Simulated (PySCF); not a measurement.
# Dipole response of H⁻ (hydrogen, charge -1)

1s2, closed-shell 1S. Computed with PySCF 2.14 in aug-cc-pV5Z (6s5p4d3f2g, 80 functions), with the non-relativistic Hamiltonian (point nucleus). Coupled (time-dependent) response in atomic units; α is the mean over directions.

```
method  mean α (bohr³)  C₆ (like pair)  S(−4)
   UHF           38.59           252.7  762.4
```

S(−4) is the Cauchy moment in α(ω) = α(0) + S(−4) ω² + …

α(iu) at UHF:

```
u (hartree)  α(iu) (bohr³)
          0          38.59
     0.0500          36.77
      0.100          32.23
      0.200          21.60
      0.300          13.99
      0.500          6.631
      0.750          3.312
       1.00          1.965
       1.50         0.9225
       2.00         0.5349
       3.00         0.2459
       5.00        0.09109
```

For an ion, C₆ is the dispersion term alone; charge-induced terms of lower order in 1/R come first.
